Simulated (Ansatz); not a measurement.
`N/C=C/[SiH2]Cl` and `N/C=C/[SiH3]` differ in one atom or group.

Ansatz, PBE0-D4/def2-TZVP geometries, multiplicity 1. Each molecule was computed in one conformer, which needn't be the lowest.

| property | `N/C=C/[SiH2]Cl` |
| --- | --- |
| HOMO energy (PBE/def2-TZVPP) / eV | -5.44 |
| HOMO–LUMO gap (PBE0/def2-TZVPP) / eV | 6.55 |
| size of the dipole moment (ωB97M-V/def2-TZVPP) / D | 4.36 |
| HOMO energy (ωB97M-V/def2-TZVPP) / eV | -8.70 |
| HOMO–LUMO gap (B3LYP/def2-TZVPP) / eV | 6.12 |
| HOMO energy (B3LYP/def2-TZVPP) / eV | -6.33 |

**Question.** Give the same properties after the change, and the shifts. (Estimate.)

**Answer.** Computed: 
```json
{"property": "HOMO energy (PBE/def2-TZVPP) / eV", "`N/C=C/[SiH3]`": "-5.13", "shift": "0.31"}
{"property": "HOMO–LUMO gap (PBE0/def2-TZVPP) / eV", "`N/C=C/[SiH3]`": "6.70", "shift": "0.15"}
{"property": "size of the dipole moment (ωB97M-V/def2-TZVPP) / D", "`N/C=C/[SiH3]`": "3.06", "shift": "-1.30"}
{"property": "HOMO energy (ωB97M-V/def2-TZVPP) / eV", "`N/C=C/[SiH3]`": "-8.40", "shift": "0.30"}
{"property": "HOMO–LUMO gap (B3LYP/def2-TZVPP) / eV", "`N/C=C/[SiH3]`": "6.26", "shift": "0.14"}
{"property": "HOMO energy (B3LYP/def2-TZVPP) / eV", "`N/C=C/[SiH3]`": "-6.02", "shift": "0.31"}
```

With PBE0 the HOMO rises by 0.31 eV and the LUMO rises by 0.46 eV, so the gap widens by about 0.15 eV. PBE moves the HOMO by 0.31 eV and ωB97M-V by 0.30 eV. Dipoles are sizes alone; their direction can turn.

B3LYP here is the variant with VWN-RPA as its local correlation; programs differ in this.
